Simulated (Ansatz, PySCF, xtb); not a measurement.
Reaction R1 → P1 + P2, each structure at its B3LYP-D3(BJ)/def2-TZVP stationary point, reached from a drawn start (curvature not checked).
R1, CF6Si (SMILES FC(F)(F)[Si](F)(F)F) (charge 0, multiplicity 1):
```csv
atom,x (Å),y (Å),z (Å)
F,1.5805,-0.2266,-1.0742
C,0.9575,-0.0658,0.1118
F,1.4619,1.0447,0.6887
F,1.2899,-1.1157,0.8913
Si,-0.9387,0.0645,-0.1096
F,-1.2684,1.2993,-1.0223
F,-1.4714,-1.2504,-0.7832
F,-1.6113,0.2500,1.2973
```
P1, SiF4 (SMILES F[Si](F)(F)F) (charge 0, multiplicity 1, Z-matrix in Å and degrees):
```
Si
F 1 1.5673
F 1 1.5673 2 109.47
F 1 1.5673 2 109.47 3 -120.00
F 1 1.5673 2 109.47 3 120.00
```
P2: CF2 (SMILES F[C]F), charge 0, multiplicity 1.

P less R. No zero-point or thermal terms.

Codes used: Ansatz (Gaussian orbitals); PySCF for the D3/D4 terms; xtb for the GFN methods. Each number belongs to the level named beside it.

Problem. One of these levels gives 28.86 kcal/mol for the reaction energy. Name it.
A) revPBE-D4/def2-TZVPPD
B) GFN1-xTB
C) GFN2-xTB
D) revPBE/def2-TZVPPD

Solution. C, GFN2-xTB. The others give 36.11 (GFN1-xTB), 12.96 (revPBE/def2-TZVPPD), 18.29 (revPBE-D4/def2-TZVPPD)

Ansatz is an electronic-structure program.
